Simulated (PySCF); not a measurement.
# Computed structure and properties of [CeH3(NH3)]+

System: [CeH3(NH3)]+ (singlet); start: template (C3v). Method: PySCF 2.14.0, RKS PBE0, Ce def2-SVP with ECP28, H def2-SVP, N def2-SVP; non-relativistic Hamiltonian with scalar-relativistic core potentials where named; density fitting; no spin-orbit coupling.

Input of the relaxation:

```python
mol = gto.M(atom='''
Ce     0.14817    -0.14817     0.14817
H      1.38807     1.09173     1.38807
H     -1.09173    -1.38807     1.38807
H      1.38807    -1.38807    -1.09173
N     -1.27643     1.27643    -1.27643
H     -1.88963     1.88963    -0.73933
H     -0.73933     1.88963    -1.88963
H     -1.88963     0.73933    -1.88963''',
    basis={'Ce': 'def2-SVP', 'H': 'def2-SVP', 'N': 'def2-SVP'},
    ecp={'Ce': 'def2-SVP'},
    charge=1, spin=0)
mf = dft.RKS(mol, xc='PBE0')
mf.grids.atom_grid = (50, 194)  # f atoms: unpruned, at least (60, 302)
mf = mf.density_fit()  # fitting sets: Ce def2-universal-JKFIT, H def2-universal-JKFIT, N def2-universal-JKFIT
mf.conv_tol = 1e-08; mf.max_cycle = 55
mf.kernel(dm0)  # dm0: converged density of the start geometry
# quasi-Newton relaxation in Cartesian coordinates to a largest gradient under 0.00045 Eh/bohr, steps kept in the point group
```

Run from Python with OMP_NUM_THREADS=2; the lines above give its settings. Where DIIS fails, smearing, a level shift and second-order steps follow.
It took 56 s on 2 threads of AMD EPYC 7R43 64-Core Processor (Zen 3), on a shared host, from the converged density of the start.

Course of the relaxation:

```
step  energy above end (eV)  largest force component within the symmetry (eV/Å)
   0                 0.6231                                               1.340
   1                 0.3310                                               1.016
   2                 0.0046                                               0.080
   3                 0.0026                                               0.094
   4                 0.0017                                               0.072
   5                 0.0003                                               0.030
   6                 0.0002                                               0.023
   7                 0.0001                                               0.014
   8                 0.0000                                               0.011
```

Relaxed geometry (C3v):

```xyz
8

Ce    0.2270   -0.2270    0.2270
H     1.2616    1.0169    1.2616
H    -1.0169   -1.2616    1.2616
H     1.2616   -1.2616   -1.0169
N    -1.2436    1.2436   -1.2436
H    -1.8673    1.8673   -0.7177
H    -0.7177    1.8673   -1.8673
H    -1.8673    0.7177   -1.8673
```

| contact | Å |
| --- | --- |
| Ce1–H2 (H) | 1.920 |
| Ce1–H3 (H) | 1.920 |
| Ce1–H4 (H) | 1.920 |
| Ce1–N5 (NH3) | 2.547 |

On the finer grid (75, 302):

```
HOMO                                                          : -12.46 eV
LUMO                                                          : -8.47 eV
Dipole about the centre of mass                               : 5.55 D
Set of Mulliken populations of Ce1 outside the core potential : s 4.33, p 12.09, d 11.62, f 0.77
D3(BJ) dispersion energy (not in the energies)                : -0.102 eV
```

```tsv
atom	Mulliken (e)	Löwdin (e)	spin (e)
Ce1	1.19	0.92	0.00
H2	-0.14	-0.09	0.00
H3	-0.14	-0.09	0.00
H4	-0.14	-0.09	0.00
N5	-0.35	-0.02	0.00
H6	0.20	0.12	0.00
H7	0.20	0.12	0.00
H8	0.20	0.12	0.00
```

On the grid (50, 194), as all that follows. Harmonic modes: 1 unstable but soft, so probably a saddle point, though modes this soft are near the noise (counted below −25 cm⁻¹); lowest -27 cm⁻¹ (negative: unstable), highest 3548 cm⁻¹, zero-point energy 1.426 eV.

Taking off one H (charge -1, singlet; the rest: singlet) in vacuum, both parts rigid, costs 14.63 eV; the small basis without counterpoise inflates it. Most of it is the attraction of opposite charges; other ways to part are cheaper, and one spin state was tried for the rest.

Rigid scan of H along the line from its metal:

(distance to H2 (Å), energy (eV)): (1.62, 0.566), (1.72, 0.224), (1.82, 0.050), (1.92, 0.000), (2.02, 0.040), (2.12, 0.146), (2.32, 0.478), (2.62, 1.095), (3.02, 1.873), (3.52, 2.602)

Taking off one NH3 (charge 0, singlet; the rest: singlet) in vacuum, both parts rigid, costs 2.15 eV; the small basis without counterpoise inflates it.

Rigid scan of NH3 along the line from its metal:

(distance to N5 (Å), energy (eV)): (2.25, 0.351), (2.35, 0.134), (2.45, 0.028), (2.55, 0.000), (2.65, 0.025), (2.75, 0.086), (2.95, 0.267), (3.25, 0.583), (3.65, 0.966), (4.15, 1.327)

One start shape was tried, so this needn't be the lowest isomer.

No other spin state of this charge was computed.
